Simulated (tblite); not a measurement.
Compound: C3H12BP.
SMILES: `[BH3-][P+](C)(C)C`

All values are computed: GFN2-xTB (tblite) harmonic vibrations without scaling, gas phase. The method is semi-empirical: single wavenumbers can be off by several per cent or more. Modes of hydrogen on boron can be 10 to 20 % off.

Harmonic wavenumbers (cm⁻¹): 129.0, 134.6, 135.0, 167.9, 176.3, 177.4, 238.7, 238.9, 265.2, 529.8, 714.2, 726.7, 727.0, 754.1, 754.5, 770.0, 851.1, 851.3, 906.8, 907.0, 939.0, 1089.7, 1213.1, 1213.6, 1313.8, 1314.0, 1320.9, 1422.7, 1435.9, 1436.0, 1442.0, 1442.1, 1453.2, 2422.7, 2423.2, 2437.4, 2991.8, 2992.5, 2996.9, 3008.4, 3014.3, 3014.6, 3015.6, 3016.5, 3016.8.

A = 3538, B = 3116, C = 3115 MHz; mass 90.077 u (most abundant isotopes); point group C3v, symmetry number 3.

**Question.** What is the zero-point energy?

**Answer.** ½Σν̃ = 30771 cm⁻¹ = 87.98 kcal/mol.

**Question.** Give the ideal-gas entropy at 200 K and 1 bar in the rigid-rotor, harmonic-oscillator model (classical rotation).

**Answer.** Translation 37.45, rotation 23.27, vibration 15.45: S = 76.2 cal/(mol K).

**Question.** And Cp and H(200 K) − H(0)?

**Answer.** Cp = 26.51 cal/(mol K), of which vibrations give 18.57 (their classical limit is 45 R = 89.4); H(200 K) − H(0) = 3.45 kcal/mol without the zero-point energy, 1.86 from vibrations.

**Question.** How do the functions run with temperature in this model?

**Answer.** 
```csv
T (K),S (cal/(mol K)),Cp (cal/(mol K)),H − H(0) (kcal/mol),G − H(0) (kcal/mol),ln q(vib)
150,69.1,22.7,2.22,-8.14,1.92
250,82.5,30.6,4.88,-15.75,4.26
298.15,88.2,34.6,6.45,-19.86,5.37
400,99.6,42.7,10.39,-29.43,7.70
600,119.4,55.4,20.27,-51.38,12.14
900,144.5,68.4,39.00,-91.09,18.36
```

q(vib) and H(0) count from the zero-point level.

**Question.** Blend soft modes into free rotors: weight 1/[1 + (100 cm⁻¹/ν̃)⁴] for the oscillator and the rest for a rotor with moment μB/(μ + B), μ = h/(8π²ν), B = 10⁻⁴⁴ kg m². What vibrational entropy results?

**Answer.** 15.58 cal/(mol K) in place of 15.45, which changes −T·S at 200 K by -0.03 kcal/mol.

**Question.** What must be added to the electronic energy to get the Gibbs energy at 200 K and 1 bar?

**Answer.** ZPE + [H(200 K) − H(0)] − T·S = 87.98 + 3.45 − 15.23 = 76.20 kcal/mol.

Hindered rotation and anharmonicity are outside this model.
